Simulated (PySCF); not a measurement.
Molecule: `O=CCB(F)F`, C2H3BF2O.

Numbering as in the mapped SMILES `[O:1]=[CH:2][CH2:3][B:4]([F:5])[F:6]` (H(Xn): hydrogen on atom n).

Geometry PBE0-D3(BJ)/def2-SVP throughout; GIAO in PySCF 2.14.0 with density-fitted response routines, gas phase, one conformer, non-relativistic; equivalent atoms averaged; functional PBE0.

(1) How do the absolute shieldings σ depend on the basis set? (ppm; last column core-seconds on shared hosts with different chips, so compare them loosely)

(2) Which nucleus moves most, in ppm?

(3) Taking the largest basis, pcSseg-2 (258 functions), as the yardstick, rank the others by their worst heavy-atom deviation.

Results:

(1) 
```
    basis set  functions      O1     C2     C3     B4  F5/F6  H(C2)  H(C3)  core-s
       STO-3G         33  -262.6  103.8  206.1  108.8  285.8  23.01  30.23     2.3
        6-31G         60  -373.0   11.7  163.0   88.5  231.9  21.89  30.14     4.8
     pcSseg-0         60  -472.9  -16.0  153.1   76.8  220.7  22.37  30.29       4
       6-31G*         90  -306.8   11.5  161.1   89.0  252.7  22.06  29.84     6.5
     def2-SVP         99  -330.2    6.3  160.5   85.9  254.3  21.95  29.32     7.1
      cc-pVDZ         99  -327.9    8.8  161.5   89.1  249.6  21.63  29.24     6.8
     pcSseg-1        117  -386.3  -12.4  147.4   73.8  233.7  21.51  28.92     7.8
  aug-cc-pVDZ        165  -304.4    3.6  159.7   87.2  256.1  21.16  28.82      12
6-311+G(2d,p)        180  -345.3  -10.0  149.7   76.7  244.6  21.39  29.04      18
    def2-TZVP        204  -352.7  -11.0  149.9   77.5  242.3  21.40  29.05      21
      cc-pVTZ        222  -351.3   -8.4  150.7   77.9  242.4  21.29  28.88      19
     IGLO-III        240  -363.2  -18.7  145.8   73.5  241.0  21.23  28.83      19
     pcSseg-2        258  -366.5  -19.6  145.9   72.8  240.9  21.18  28.76      42
```

(2) O1 (aldehyde oxygen): from -472.9 ppm with pcSseg-0 to -262.6 ppm with STO-3G. The smallest spread is 1.54 ppm, at H(C3). Proton shifts span only some 12 ppm, so a few tenths of a ppm matter as much there as several ppm in carbon.

(3) IGLO-III 3.4 ppm (240 functions), def2-TZVP 13.9 ppm (204 functions), cc-pVTZ 15.2 ppm (222 functions), pcSseg-1 19.8 ppm (117 functions), 6-311+G(2d,p) 21.2 ppm (180 functions), 6-31G 31.3 ppm (60 functions), def2-SVP 36.3 ppm (99 functions), cc-pVDZ 38.6 ppm (99 functions), 6-31G* 59.8 ppm (90 functions), aug-cc-pVDZ 62.2 ppm (165 functions), pcSseg-0 106.3 ppm (60 functions), STO-3G 123.4 ppm (33 functions).

A small basis that lands close on one nucleus may do so by chance; judge by the trend and by all nuclei.
